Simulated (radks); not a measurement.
Results of a calculation; reference values are marked as such.
Yb50+, 20 electrons, occupied as [Ne] 3p6 3d2 4p2 (not the ground configuration). Level of theory: non-relativistic Kohn-Sham, TPSS, spin-unpolarised, spherical densities, point nucleus; meta-GGA in the generalised Kohn-Sham scheme; relativity is left out, which matters for an element this heavy (a radial shooting solver on a logarithmic mesh with Libxc functionals).

Local quantities along the radius. ELF = 1/(1 + alpha^2) is the electron localisation function; alpha = (tau - tau_W)/tau_unif compares the Pauli kinetic energy density with that of the uniform gas; s = |grad rho|/(2 (3 pi^2)^(1/3) rho^(4/3)) is the reduced gradient; -r V(r) is the screened charge that the Kohn-Sham potential presents (atomic units); r v_xc is r times the local exchange-correlation potential (hartree bohr, multiplicative part alone).

r (bohr),ELF,alpha,s,-r V(r),r v_xc
0.00165,0.999,0.02757,0.3931,69.69,-0.2306
0.002081,0.999,0.02990,0.4008,69.56,-0.2471
0.002645,0.999,0.03324,0.4111,69.40,-0.2677
0.003362,0.999,0.03805,0.4244,69.20,-0.2924
0.00424,0.998,0.04489,0.4410,68.95,-0.3206
0.00539,0.997,0.05572,0.4633,68.63,-0.3544
0.006798,0.995,0.07252,0.4913,68.24,-0.3914
0.008642,0.990,0.1021,0.5284,67.76,-0.4339
0.01099,0.976,0.1563,0.5748,67.17,-0.4792
0.01385,0.938,0.2572,0.6263,66.50,-0.5228
0.01761,0.823,0.4641,0.6731,65.67,-0.5585
0.02221,0.596,0.8240,0.6745,64.71,-0.5635
0.02824,0.388,1.255,0.5723,63.55,-0.5420
0.0359,0.379,1.280,0.3977,62.33,-0.6100
0.04527,0.545,0.9130,0.3146,61.08,-0.7521
0.05755,0.723,0.6194,0.3700,59.70,-0.9181
0.07316,0.752,0.5742,0.5128,58.14,-0.8998
0.09226,0.555,0.8958,0.6579,56.66,-0.8462
0.1173,0.263,1.675,0.5857,55.16,-0.7440
0.1479,0.343,1.384,0.3584,54.02,-0.8802
0.188,0.605,0.8073,0.4764,53.05,-1.069
0.239,0.503,0.9939,0.8382,52.02,-0.8950
0.3015,0.135,2.531,1.083,51.32,-0.7258
0.3832,0.136,2.521,0.9003,50.98,-0.7285
0.4872,0.334,1.411,1.576,50.65,-0.5787
0.6144,0.180,2.134,3.736,50.47,-0.4647
0.781,0.014,8.546,11.63,50.34,-0.3413
0.985,0.000,78.63,49.51,50.12,-0.1179

On this mesh the ELF has minima near r = 0.032, 0.13, 0.34 bohr, which separate the shells, and maxima near 0.065 (0.76), 0.21 (0.62), 0.49 (0.33).
